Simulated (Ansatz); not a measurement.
Two isomers of C3H6OSi: A = `[SiH3]OC1=CC1`, B = `C[SiH]1C=CO1`.

Program: Ansatz. Geometries: PBE0-D4/def2-TZVP. ΔE: electronic, gas phase. CCSD(T)/CBS adds triple-zeta CCSD(T) − MP2 to the extrapolated MP2 energy (def2 sets, frozen cores). DFT in def2-TZVPP. B3LYP here is the variant with VWN-RPA as its local correlation; programs differ in this. Each species was taken in one conformer, which may not be the lowest.

A:

```xyz
11

Si    0.040    1.951   -0.169
O    -0.685    0.730    0.714
C    -0.404   -0.544    0.484
C    -0.589   -1.783    0.768
C     0.402   -1.462   -0.352
H     1.511    1.911    0.013
H    -0.291    1.809   -1.608
H    -0.531    3.196    0.386
H    -1.044   -2.582    1.324
H     1.473   -1.574   -0.169
H     0.118   -1.652   -1.390
```

B:

```xyz
11

C    -1.758   -0.115   -0.272
Si    0.052    0.042   -0.625
C     1.193    0.882    0.539
C     1.662   -0.362    0.734
O     0.969   -1.282   -0.022
H    -2.280    0.806   -0.548
H    -1.930   -0.306    0.789
H    -2.194   -0.932   -0.853
H     0.286    0.219   -2.081
H     1.536    1.802    0.980
H     2.463   -0.755    1.356
```

Problem. Which isomer does CCSD(T)/CBS put lower? Give the gap. (Best estimate.)

Solution. Computed: B, by 50.0 kcal/mol.

Problem. Give E(B) − E(A) in kcal/mol with r2SCAN-D4, PBE0-D4, B2PLYP, B3LYP, ωB97M-V, CCSD/def2-TZVPP, B3LYP-D4. (An estimate is asked.)

Solution. The calculation gave: r2SCAN-D4 -50.1, PBE0-D4 -49.1, B2PLYP -48.1, B3LYP -46.7, ωB97M-V -50.0, CCSD/def2-TZVPP -48.6, B3LYP-D4 -47.0. None reverses the order clearly.

Largest T1 diagnostic: 0.013.

In def2-TZVPP, CCSD(T) changes the Hartree–Fock value by −3.2 kcal/mol (the triples alone add −0.4 kcal/mol) and MP2 by −3.3 kcal/mol. From PBE to PBE0 (25 % exact exchange), in def2-TZVPP and without D4, E(B) − E(A) moves by −1.0 kcal/mol.
